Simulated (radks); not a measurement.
Task: Er I, 68 electrons, occupied as [Xe] 4f12 6s2. Calculated with a radial shooting solver on a logarithmic mesh with Libxc functionals: Dirac Kohn-Sham, LDA (Slater exchange, Perdew-Wang correlation), spin-unpolarised, spherical densities, point nucleus; open shells are shared between the two j in proportion to 2j + 1; speed of light set to 274.072 atomic units (2 times the physical value, a model run). Some entries of the table are withheld. Estimate them.

orbital     occ.  eigenvalue (eV)  <r^2> (bohr^2)  <1/r> (bohr^-1)
1s1/2          2        -54256.14       0.0006415            69.57
2s1/2          2        -8831.619         0.01008              (1)
2p1/2          2        -8428.666        0.007425            16.37
2p3/2          4        -8226.381        0.007728            15.86
3s1/2          2        -1966.928         0.06488              (2)
3p1/2          2        -1785.222         0.06029            6.103
3p3/2          4        -1743.132         0.06196            5.973
3d3/2          4        -1409.877             (3)            5.879
3d5/2          6        -1399.433             (4)            5.841
4s1/2          2        -378.2628          0.3257            2.623
4p1/2          2        -305.4270          0.3414            2.526
4p3/2          4        -296.0454          0.3509            2.479
4d3/2          4        -167.4349          0.3959            2.268
4d5/2          6        -165.4873          0.3997            2.255
5s1/2          2         -45.6359           2.012           0.9848
5p1/2          2         -26.4526           2.639           0.8584
5p3/2          4         -25.3127           2.736           0.8412
4f5/2    5.14286          -6.6354          0.8535            1.691
4f7/2    6.85714          -6.3451          0.8657            1.684
6s1/2          2          -3.7345           20.04           0.2983

Result: 
(1) 2s1/2 <1/r> (bohr^-1): 16.35
(2) 3s1/2 <1/r> (bohr^-1): 6.161
(3) 3d3/2 <r^2> (bohr^2): 0.04885
(4) 3d5/2 <r^2> (bohr^2): 0.04932
